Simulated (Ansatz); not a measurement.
Molecule: PbO, charge 0, multiplicity 1. 
Coordinates optimised at B3LYP-D3(BJ)/def2-TZVP (Ansatz, a program for electronic structure):
```xyz
2

Pb     0.0000     0.0000    -0.1708
O      0.0000     0.0000     1.7508
```

Give the harmonic wavenumbers at B3LYP-D3(BJ)/def2-TZVP (Ansatz, finite differences of forces, unscaled).

760 cm⁻¹. Zero-point energy 1.1 kcal/mol.

From these and the geometry, give the ideal-gas thermochemistry at 298.15 K and 1 atm (rigid rotor, harmonic oscillator).

Point group C∞v, rotational symmetry number 1. Rotational constants 9.215, 9.215 GHz. S(trans) 42.11, S(rot) 14.93, S(vib) 0.24, S(elec, spin only) 0.00, S 57.3 cal/(mol K). H(298) - H(0) 2.13 kcal/mol; G - E(el) -13.9 kcal/mol.
